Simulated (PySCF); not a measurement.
# Static response to an electric field

Compound: C8H15FO2Si.
Geometry (PBE0-D3(BJ)/def2-SVP, Å), atoms numbered from 1 in this order:
```
atom  x, y, z in Å
O1     2.4082    0.4181    1.7755
C2     2.3322    0.2117    0.5906
C3     3.4789   -0.2677   -0.2650
C4     4.8247    0.1401    0.2785
F5     4.9894    1.4951    0.1418
O6     1.1954    0.3438   -0.0915
Si7   -0.2499    0.7611    0.7552
C8    -1.5571    0.7664   -0.5919
C9    -2.9810    0.9287   -0.0357
C10   -3.3922   -0.4900    0.3873
C11   -2.5648   -1.4518   -0.4968
C12   -1.6546   -0.5610   -1.3602
H13    3.3437    0.0881   -1.2965
H14    3.4101   -1.3690   -0.2973
H15    4.8940   -0.1160    1.3481
H16    5.6341   -0.3679   -0.2713
H17   -0.4906   -0.2688    1.8047
H18   -0.0958    2.1116    1.3623
H19   -1.2857    1.6012   -1.2614
H20   -3.6392    1.2894   -0.8443
H21   -3.0661    1.6608    0.7844
H22   -4.4760   -0.6465    0.2831
H23   -3.1575   -0.6533    1.4505
H24   -1.9653   -2.1304    0.1297
H25   -3.2019   -2.0946   -1.1221
H26   -2.1302   -0.3700   -2.3369
H27   -0.6751   -1.0177   -1.5694
```

Level: PBE0/def2-SVPD (PySCF), static field, nuclei fixed, core orbitals frozen in the response. The polarisability tensor in these axes (au):

```
x   148.15   0.54   3.23
y     0.54 111.33   4.96
z     3.23   4.96 114.06
```

Q: Give the principal values, the mean and the anisotropy Δα = √{½[(α1 − α2)² + (α2 − α3)² + (α1 − α3)²]}.

A: Principal values 107.49, 117.56 and 148.48 au; mean 124.51 au = 18.45 Å³ = 20.53 × 10⁻⁴⁰ C²·m²/J; Δα = 36.99 au (30 % of the mean).

Q: What is the dipole moment, and where does it point?

A: (-1.71, -2.14, -2.17) D, 3.49 D in size, pointing from the negative to the positive side. Measured along this direction, the outermost atoms are F5 at the negative end and H25 at the positive end.

Q: Directions of the eigenvectors, and the extent of the frame along each?

A: Largest value along (0.99, 0.03, 0.10), where the nuclei span 10.01 Å; middle along (-0.09, 0.61, 0.78), 4.24 Å; least along (0.04, 0.79, -0.61), 3.82 Å. The response follows the extents in order.

Q: What molar refraction does this α imply?

A: Lorentz–Lorenz: R = (4π/3)N_A α = 2.5225 cm³/(mol·Å³) × 18.45 Å³ = 46.5 cm³/mol, in the limit of long wavelengths.

Q: Find the Langevin capture rate constant for O2+ (31.990 u) meeting this molecule (190.083 u), k = 2.342 × 10⁻⁹ cm³/s × √(α in Å³ / reduced mass in u).

A: The reduced mass is 27.38 u, so k = 1.92 × 10⁻⁹ cm³/s. The formula leaves out the permanent dipole, which adds to the capture rate.

Q: In a dilute gas of rigid molecules at 500 K, how does the orientational term μ²/3kT compare with the electronic polarisability?

A: In Gaussian units μ²/3kT = 58.82 Å³ against 18.45 Å³, a ratio of 3.19; the Debye molar polarisation (4π/3)N_A(α + μ²/3kT) is 194.9 cm³/mol, leaving out the vibrational part.

Q: In TDDFT the mean static polarisability is Σ f/ω² over all singlet excitations (ω in hartree). How much of it do the 10 lowest give? Their energies (eV) and oscillator strengths: 5.85, 0.0005; 7.19, 0.0031; 7.32, 0.0045; 7.43, 0.0222; 7.54, 0.0053; 7.74, 0.0233; 7.93, 0.0896; 7.96, 0.0235; 8.03, 0.0204; 8.08, 0.0172.

A: They add up to 2.53 au, 2.0 % of the 124.51 au; the largest single term is 1.05 au, from the state at 7.93 eV. Terms in order: 0.01, 0.04, 0.06, 0.30, 0.07, 0.29, 1.05, 0.27, 0.23, 0.20 au. Higher excitations give the rest. The strengths listed sum to 0.210.

Geometry: PBE0-D3(BJ)/def2-SVP, one conformer, isolated molecule.
